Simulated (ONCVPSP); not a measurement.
## Ga (Z = 31), ONCV: configuration errors across variants

```json
{
 "Element": "Ga (Z = 31)",
 "Generator": "ONCVPSP 4.0.1",
 "Type": "optimised norm-conserving Vanderbilt (ONCV)",
 "Functional": "PBE",
 "Relativity": "scalar-relativistic",
 "Frozen core": "[Ar]",
 "Valence charge": "13",
 "Reference configuration": "3d10 4s2 4p0.75 (charge +0.25)",
 "Partial waves": "4s: rc 1.80 bohr, ncon 4, nbas 9, qcut 3.9 1/bohr, 2 projectors, debl 3.1 Ha; 4p: rc 2.60 bohr, ncon 3, nbas 7, qcut 3 1/bohr, 2 projectors, debl 0.5 Ha; 3d: rc 1.40 bohr, ncon 4, nbas 9, qcut 12.4 1/bohr, 1 projector",
 "Local potential": "polynomial inside 1.25 bohr (lpopt 2, dvloc0 0 Ha)",
 "Core correction": "Teter function, fcfact 2.5, rcfact 1"
}
```

All-electron excitation energies from the reference (eV): (1) 3d10 4s2 4p1 -0.825; (2) 3d10 4s2 4p0 4.863; (3) 3d10 4s1 4p0 25.992; (4) 3d10 4s0 4p3 12.547.

Errors AE − PS in meV (a dash: test not solved or not reliable):

| change | (1) | (2) | (3) | (4) | bound ghosts | GHOST(+) flags above zero |
| --- | --- | --- | --- | --- | --- | --- |
| base | 0.0 | -1.4 | +3.0 | +38 | none | s |
| core correction Teter function, fcfact 2.5, rcfact 0.94 | 0.0 | -1.4 | +3.0 | +38 | none | s |
| core correction Teter function, fcfact 2.5, rcfact 1.08 | 0.0 | -1.4 | +2.9 | +38 | none | s |
| core correction Teter function, fcfact 2.5, rcfact 1.4 | 0.0 | -1.4 | +2.1 | +37 | none | s |
| core correction Teter function, fcfact 2.5, rcfact 1.46 | 0.0 | -1.4 | +1.7 | +37 | none | s |
| core correction Teter function, fcfact 2.5, rcfact 1.64 | 0.0 | -1.4 | -1.5 | +34 | none | s |
| core correction Teter function, fcfact 2.5, rcfact 1.76 | 0.0 | -1.5 | -6.6 | +30 | none | s |
| core correction Teter function, fcfact 2.5, rcfact 1.92 | 0.0 | -1.7 | -21 | +20 | none | s |
| core correction Teter function, fcfact 2.5, rcfact 2 | 0.0 | -2.0 | -32 | +14 | none | s |

(1) Give the same row for: core correction Teter function, fcfact 2.5, rcfact 1.22.

Results:

(1) 0.0, -1.4, +2.7, +38; bound ghosts: none; GHOST(+) flags above zero: s.
